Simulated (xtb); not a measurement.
Sb(OEt)3 (C₆H₁₅O₃Sb), SMILES CC[O][Sb]([O]CC)[O]CC. All values are semi-empirical tight-binding results from xtb (GFN2-xTB unless named), good for trends rather than for accurate numbers. Coordinates come from a GFN2-xTB optimisation. The isomer is the one that the SMILES or the coordinates give; other isomers of the formula were not compared. One conformer was computed; it need not be the lowest.

Optimised geometry:

```xyz
25

Sb    -0.4325     0.2876     0.7910
O     -1.1084     0.6122    -1.0434
C     -1.8180    -0.4050    -1.7068
C     -3.1874    -0.6674    -1.0980
H     -1.9281    -0.0454    -2.7354
H     -1.2315    -1.3292    -1.7193
H     -3.7532     0.2590    -1.0356
H     -3.7358    -1.3822    -1.7058
H     -3.0681    -1.0723    -0.0934
O      1.2202     1.3305     0.5840
C      1.9121     1.3628    -0.6455
C      1.5125     2.5701    -1.4801
H      2.9771     1.4138    -0.3882
H      1.7360     0.4439    -1.2154
H      1.6756     3.4830    -0.9130
H      2.1035     2.6029    -2.3920
H      0.4582     2.4970    -1.7320
O      0.3736    -1.4312     0.1563
C      1.4976    -1.9744     0.8052
C      2.1738    -2.9502    -0.1486
H      2.2029    -1.1837     1.0873
H      1.1860    -2.5012     1.7171
H      2.5010    -2.4268    -1.0433
H      3.0335    -3.4051     0.3361
H      1.4721    -3.7276    -0.4396
```
Charge 0, spin multiplicity 1.

For metal compounds this method's bond lengths and energies can be far off.

```
Property                                       Result
-------------------------------------  --------------
orbital gap                                   4.98 eV
zero-point energy                      128.5 kcal/mol
G − E(el) at 298.15 K (modified RRHO)  101.2 kcal/mol
```

Computed atomic charges and the Wiberg bond orders between heavy atoms:
charges (e) Sb1 0.57, O2 -0.37, C3 0.08, C4 -0.12, H5 0.05, H6 0.04, H7 0.05, H8 0.05, H9 0.04, O10 -0.38, C11 0.09, C12 -0.12, H13 0.04, H14 0.04, H15 0.05, H16 0.04, H17 0.06, O18 -0.40, C19 0.10, C20 -0.11, H21 0.02, H22 0.02, H23 0.05, H24 0.04, H25 0.05. Bond orders Sb1–O2 1.10, O2–C3 0.98, C3–C4 1.02, Sb1–O10 1.12, O10–C11 0.97, C11–C12 1.01, Sb1–O18 1.07, O18–C19 0.99, C19–C20 1.01.
